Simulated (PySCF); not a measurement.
Orbital levels and atomic charges: C12H6F12Si6

System: C12H6F12Si6 (carbosilane and low-k precursor), SMILES C[Si](F)(F)C#C[Si](F)(F)C#C[Si](F)(F)C#C[Si](F)(F)C#C[Si](F)(F)C#C[Si](C)(F)F.

Cartesian coordinates (Å):
```
  1 C    -4.010   -3.022   -2.850
  2 Si   -3.798   -2.896   -0.987
  3 F    -5.018   -3.565   -0.189
  4 F    -2.588   -3.811   -0.458
  5 C    -3.578   -1.176   -0.359
  6 C    -3.446   -0.024   -0.021
  7 Si   -3.225    1.714    0.531
  8 F    -2.923    2.672   -0.713
  9 F    -4.612    2.292    1.076
 10 C    -1.916    1.943    1.807
 11 C    -1.066    2.091    2.652
 12 Si    0.249    2.363    3.908
 13 F     0.553    1.022    4.719
 14 F    -0.256    3.352    5.053
 15 C     1.791    2.998    3.124
 16 C     2.781    3.404    2.563
 17 Si    4.287    3.907    1.629
 18 F     4.247    5.452    1.240
 19 F     5.594    3.811    2.536
 20 C     4.419    2.830    0.140
 21 C     4.403    2.071   -0.800
 22 Si    4.216    0.830   -2.148
 23 F     4.107    1.519   -3.581
 24 F     5.525   -0.069   -2.301
 25 C     2.737   -0.200   -1.772
 26 C     1.740   -0.806   -1.458
 27 Si    0.269   -1.778   -0.902
 28 C     0.679   -3.510   -0.306
 29 F    -0.475   -0.887    0.207
 30 F    -0.816   -1.765   -2.086
 31 H    -4.876   -2.458   -3.182
 32 H    -3.141   -2.629   -3.370
 33 H    -4.147   -4.055   -3.162
 34 H    -0.216   -4.031    0.021
 35 H     1.137   -4.106   -1.090
 36 H     1.371   -3.484    0.530
```

Method: CAM-B3LYP/6-31G*, gas phase, PySCF, fitting set def2-universal-JFIT up to Ne and JKFIT beyond, grid level 1.

(1) Give the orbital energies near the gap.

(2) Give the partial charges of the non-hydrogen atoms.

## Answers

(1) 
```json
{"orbital": "HOMO-4", "eV": "-10.56"}
{"orbital": "HOMO-3", "eV": "-10.49"}
{"orbital": "HOMO-2", "eV": "-10.35"}
{"orbital": "HOMO-1", "eV": "-10.27"}
{"orbital": "HOMO", "eV": "-10.26"}
{"orbital": "LUMO", "eV": "-1.28"}
{"orbital": "LUMO+1", "eV": "-1.20"}
{"orbital": "LUMO+2", "eV": "-0.78"}
{"orbital": "LUMO+3", "eV": "-0.66"}
```

(2) 
| atom | Mulliken | IAO | Hirshfeld |
| --- | --- | --- | --- |
| C1 | -0.72 | -0.74 | -0.18 |
| Si2 | 1.00 | 1.60 | 0.53 |
| F3 | -0.37 | -0.52 | -0.19 |
| F4 | -0.38 | -0.52 | -0.18 |
| C5 | -0.09 | -0.30 | -0.11 |
| C6 | -0.11 | -0.33 | -0.12 |
| Si7 | 0.89 | 1.63 | 0.56 |
| F8 | -0.36 | -0.51 | -0.18 |
| F9 | -0.36 | -0.51 | -0.18 |
| C10 | -0.08 | -0.30 | -0.10 |
| C11 | -0.11 | -0.32 | -0.11 |
| Si12 | 0.90 | 1.63 | 0.57 |
| F13 | -0.36 | -0.50 | -0.18 |
| F14 | -0.35 | -0.50 | -0.18 |
| C15 | -0.10 | -0.31 | -0.11 |
| C16 | -0.11 | -0.32 | -0.11 |
| Si17 | 0.91 | 1.63 | 0.57 |
| F18 | -0.35 | -0.50 | -0.17 |
| F19 | -0.35 | -0.50 | -0.18 |
| C20 | -0.11 | -0.32 | -0.11 |
| C21 | -0.10 | -0.32 | -0.11 |
| Si22 | 0.91 | 1.63 | 0.56 |
| F23 | -0.35 | -0.50 | -0.18 |
| F24 | -0.36 | -0.50 | -0.18 |
| C25 | -0.13 | -0.34 | -0.12 |
| C26 | -0.09 | -0.31 | -0.11 |
| Si27 | 1.00 | 1.59 | 0.53 |
| C28 | -0.73 | -0.74 | -0.18 |
| F29 | -0.37 | -0.52 | -0.19 |
| F30 | -0.38 | -0.52 | -0.18 |
